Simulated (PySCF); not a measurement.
## Variants of one PySCF input: LiCa

Base input, run as `python input.py` with PySCF 2.14:

```python
from pyscf import gto, scf, mp

mol = gto.M(
    atom='Li 0 0 0; Ca 0 0 2.731',
    basis='def2-svp',
    charge=0,
    spin=1,
    symmetry=True,
    verbose=3,
)
mf = scf.UHF(mol)
mf = mf.density_fit(auxbasis='def2-universal-jkfit')
mf.kernel()
mp.MP2(mf, frozen=5).kernel()
mf.dip_moment()
print('orbital energies (hartree):', [e[max(0, n-3):n+3].round(4) for e, n in zip(mf.mo_energy, mol.nelec)])
```

Base result: E(SCF) = -684.067707 Eh, E(MP2) − E(SCF) = -0.12484 Eh, ⟨S²⟩ = 0.863, μz(SCF) = 0.49 D. The bond length is a typed value, not an optimised one. No search for the lowest solution was made.

Wall time 0.64 s on one thread of a shared host.

Each row names what differs from the base; energies in brackets are changes from the base.

| change | result |
| --- | --- |
| PCM solvent, dielectric constant: none → 4.71; step after the SCF: mp2 → analyze | E(SCF) = -684.069894 Eh (-0.0595 eV), ⟨S²⟩ = 0.878, μz(SCF) = 0.04 D |
| basis set: def2-svp → ano-rcc-vdzp; spin-free X2C: off → on | E(SCF) = -687.045011 Eh, E(MP2) − E(SCF) = -0.20902 Eh, ⟨S²⟩ = 0.854, μz(SCF) = -0.64 D |
| Cartesian functions: off → on | E(SCF) = -684.068873 Eh (-0.0317 eV), E(MP2) − E(SCF) = -0.12771 Eh, ⟨S²⟩ = 0.865, μz(SCF) = 0.45 D |
| SCF type: UHF → ROHF [may be another electronic state] | E(SCF) = -684.063085 Eh (+0.1258 eV), E(MP2) − E(SCF) = -0.12821 Eh, μz(SCF) = -1.20 D |
| convergence threshold: default → 0.001 [unsound on purpose] | E(SCF) = -684.067510 Eh (+0.0054 eV), E(MP2) − E(SCF) = -0.12613 Eh, ⟨S²⟩ = 0.842, μz(SCF) = 0.28 D |
| basis set: def2-svp → def2-svpd | E(SCF) = -684.069045 Eh (-0.0364 eV), E(MP2) − E(SCF) = -0.12639 Eh, ⟨S²⟩ = 0.856, μz(SCF) = -0.92 D |
| PCM solvent, dielectric constant: none → 2.27; step after the SCF: mp2 → analyze | E(SCF) = -684.069168 Eh (-0.0397 eV), ⟨S²⟩ = 0.876, μz(SCF) = 0.34 D |
| geometry: bond 2.731 → bond 2.813 | E(SCF) = -684.072599 Eh (-0.1331 eV), E(MP2) − E(SCF) = -0.12431 Eh, ⟨S²⟩ = 0.867, μz(SCF) = 0.52 D |
| functional: none (Hartree–Fock) → m062x; SCF type: UHF → UKS; step after the SCF: mp2 → analyze | E(SCF) = -684.947972 Eh, ⟨S²⟩ = 0.760, μz(SCF) = -0.32 D |
| geometry: bond 2.731 → bond 8.193 | E(SCF) = -684.085763 Eh (-0.4913 eV), E(MP2) − E(SCF) = -0.12388 Eh, ⟨S²⟩ = 0.750, μz(SCF) = 0.00 D |
| frozen orbitals: 5 → 6 | E(SCF) = -684.067707 Eh (+0.0000 eV), E(MP2) − E(SCF) = -0.12186 Eh, ⟨S²⟩ = 0.863, μz(SCF) = 0.49 D |
| length unit: angstrom → bohr [unsound on purpose] | E(SCF) = -683.767826 Eh (+8.1602 eV), E(MP2) − E(SCF) = -0.13490 Eh, ⟨S²⟩ = 0.847, μz(SCF) = -0.75 D |
| smearing width (hartree): none → 0.001; step after the SCF: mp2 → none [smearing does not keep the typed spin] | E(SCF) = -684.021334 Eh (+1.2619 eV), μz(SCF) = 0.26 D |
| geometry: bond 2.731 → bond 2.922 | E(SCF) = -684.077790 Eh (-0.2744 eV), E(MP2) − E(SCF) = -0.12367 Eh, ⟨S²⟩ = 0.873, μz(SCF) = 0.59 D |
| charge: 0 → 1; spin (2S): 1 → 0 [another spin of the ion may lie lower] | E(SCF) = -683.919099 Eh (+4.0438 eV), E(MP2) − E(SCF) = -0.12191 Eh |
| smearing width (hartree): none → 0.005; step after the SCF: mp2 → none [smearing does not keep the typed spin] | E(SCF) = -684.021334 Eh (+1.2619 eV), μz(SCF) = 0.26 D |
| damping: none → 0.8 | E(SCF) = -684.067707 Eh (+0.0000 eV), E(MP2) − E(SCF) = -0.12484 Eh, ⟨S²⟩ = 0.863, μz(SCF) = 0.49 D |
| cycle limit: 50 → 8 | the SCF does not converge, then it stops with NotImplementedError after the SCF |
| step after the SCF: mp2 → gradient | E(SCF) = -684.067707 Eh (+0.0000 eV), ⟨S²⟩ = 0.863, μz(SCF) = 0.49 D, gradient on the second atom -0.0346 Eh/bohr |
| geometry: bond 2.731 → bond 2.649 | E(SCF) = -684.061838 Eh (+0.1597 eV), E(MP2) − E(SCF) = -0.12543 Eh, ⟨S²⟩ = 0.861, μz(SCF) = 0.48 D |
| charge: 0 → -1; spin (2S): 1 → 2 [another spin of the ion may lie lower] [no diffuse functions for the anion] [spin-contaminated] [a high spin state] | E(SCF) = -684.022377 Eh (+1.2335 eV), E(MP2) − E(SCF) = -0.11108 Eh, ⟨S²⟩ = 2.770 |
| electric field along z (a.u.): none → 0.01; point-group symmetry: on → off [may be another electronic state] | E(SCF) = -684.090641 Eh (-0.6240 eV), E(MP2) − E(SCF) = -0.12208 Eh, ⟨S²⟩ = 0.975, μz(SCF) = 10.07 D |
| PCM solvent, dielectric constant: none → 78.36; step after the SCF: mp2 → analyze | not converged: SCF |

Question: Order these changes by how far they move the SCF energy from the base, largest first: (1) electric field along z (a.u.): none → 0.01; point-group symmetry: on → off; (2) geometry: bond 2.731 → bond 2.649; (3) geometry: bond 2.731 → bond 2.922; (4) geometry: bond 2.731 → bond 8.193.

Answer: (1) -0.6240 eV, (4) -0.4913 eV, (3) -0.2744 eV, (2) +0.1597 eV.
